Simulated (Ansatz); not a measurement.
FH₃OSeSi, SMILES F[Se]O[SiH3]. Atoms are numbered in the order given.

```xyz
7

Se    -0.1736     0.4688     0.8653
F     -1.7423     0.4363     0.0582
O      0.5855    -0.8987     0.0416
Si     1.0413    -0.8711    -1.5932
H     -0.1007    -1.2941    -2.4490
H      2.1619    -1.8424    -1.7126
H      1.4762     0.5088    -1.9571
```
Charge 0, spin multiplicity 1.

Coordinates come from a PBE0-D3(BJ)/def2-SVP optimisation. Other conformers were not sampled.

Two levels are set side by side: PBE-D3(BJ)/def2-SVP (Ansatz, a quantum-chemistry and plane-wave program) and PBE0-D3(BJ)/def2-SVP (Ansatz). Each level has its own optimised geometry; the coordinates shown are those of the second. Differences are taken from unrounded values.

```tsv
quantity	PBE0-D3(BJ)
mean bond length (Å)	1.616
bond Se1–F2 (Å)	1.764
bond Se1–O3 (Å)	1.768
bond O3–Si4 (Å)	1.697
bond Si4–H5 (Å)	1.488
bond Si4–H6 (Å)	1.488
bond Si4–H7 (Å)	1.492
```

**Question.** What does PBE-D3(BJ) give, and how far is it from PBE0-D3(BJ)? (An estimate is asked for; the answer gives what the named calculation found.)

**Answer.** 
```json
[
 {"quantity": "mean bond length (Å)", "PBE-D3(BJ)": "1.636", "PBE-D3(BJ) minus PBE0-D3(BJ)": "0.020"},
 {"quantity": "bond Se1–F2 (Å)", "PBE-D3(BJ)": "1.792", "PBE-D3(BJ) minus PBE0-D3(BJ)": "0.028"},
 {"quantity": "bond Se1–O3 (Å)", "PBE-D3(BJ)": "1.802", "PBE-D3(BJ) minus PBE0-D3(BJ)": "0.035"},
 {"quantity": "bond O3–Si4 (Å)", "PBE-D3(BJ)": "1.718", "PBE-D3(BJ) minus PBE0-D3(BJ)": "0.021"},
 {"quantity": "bond Si4–H5 (Å)", "PBE-D3(BJ)": "1.500", "PBE-D3(BJ) minus PBE0-D3(BJ)": "0.012"},
 {"quantity": "bond Si4–H6 (Å)", "PBE-D3(BJ)": "1.499", "PBE-D3(BJ) minus PBE0-D3(BJ)": "0.011"},
 {"quantity": "bond Si4–H7 (Å)", "PBE-D3(BJ)": "1.503", "PBE-D3(BJ) minus PBE0-D3(BJ)": "0.011"}
]
```

GGA bonds tend to be longer and softer than those of functionals with exact exchange. Differences between two approximate levels are no errors against the true value.
